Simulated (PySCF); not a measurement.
Calculation: PBE-D3(BJ)/def2-TZVP // PBE0-D4/def2-TZVP run with PySCF 2.14.0. Isolated molecules, 0 K electronic values unless said otherwise. Excitations are Tamm–Dancoff values on a coarser integration grid. The basis has no diffuse functions, so Rydberg states are missing or too high.

Reference species (SMILES): `B=O` (neutral, multiplicity 1).

```json
{
 "S1 oscillator strength": "0.000",
 "HOMO–LUMO gap": "7.94 eV",
 "S1 excitation (TDA)": "7.94 eV"
}
```

Changed species: `B=N`.

**Question.** What does the change do to the S1 oscillator strength, HOMO–LUMO gap and S1 excitation (TDA)?

**Answer.** the S1 oscillator strength hardly moves; the HOMO–LUMO gap decreases by 0.87 eV, to 7.07 eV; the S1 excitation (TDA) drops by 0.87 eV, to 7.07 eV.
